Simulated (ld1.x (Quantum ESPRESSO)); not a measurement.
**phosphorus, ultrasoft: configuration errors across variants**

```
Element                 : phosphorus (P)
Generator               : ld1.x (Quantum ESPRESSO) 7.5
Type                    : ultrasoft
Functional              : PBE
Relativity              : non-relativistic
Frozen core             : [Ne]
Valence charge          : 5
Reference configuration : 3s2 3p1.5 (charge +1.5)
Partial waves           : 3s (bound): rcut 1.00, rcutus 1.30 bohr; 3s channel at 2.75 Ry: rcut 1.00, rcutus 1.30 bohr; 3p (bound): rcut 1.90, rcutus 2.00 bohr; 3p channel at 3.25 Ry: rcut 1.90, rcutus 2.00 bohr
Local potential         : all-electron potential smoothed inside 1.65 bohr (lloc = -2)
Core correction         : none
Augmentation charge     : PSQ, inside the norm-conserving radii
```

All-electron excitation energies from the reference (eV): (1) 3s2 3p3 -18.063; (2) 3s2 3p2 -8.322; (3) 3s2 3p1 10.838; (4) 3s1 3p4 -9.616.

4 further variants failed, have other tests or another functional or relativity, and are left out.

A true bound ghost makes a file unfit for plane-wave use even where its test errors are small: the radial tests pick states by their node count and pass the ghost by.

Errors AE − PS in meV (a dash: test not solved or not reliable):

```csv
change,(1),(2),(3),(4),bound ghosts
base,-18,-4.1,-5.6,+33,s
"wave 3p channel at 3.25 Ry: rcut 1.90, rcutus 2.00 bohr becomes 3p channel at -1.18 Ry: rcut 1.90, rcutus 2.00 bohr",-19,-4.3,-5.7,+30,s
"all radii scaled by about 1.11 (s 1.44, p 2.22 bohr, rcut 1.12/2.12); local potential all-electron potential smoothed inside 1.84 bohr (lloc = -2)",+4.1,-1.0,-3.1,+128,s
local potential all-electron potential smoothed inside 1.30 bohr (lloc = -2),-17,-3.8,-5.0,+33,none
```

(1) Give the same row for: local potential all-electron potential smoothed inside 1.35 bohr (lloc = -1).

Answers

(1) -17, -3.7, -4.9, +34; bound ghosts: none.
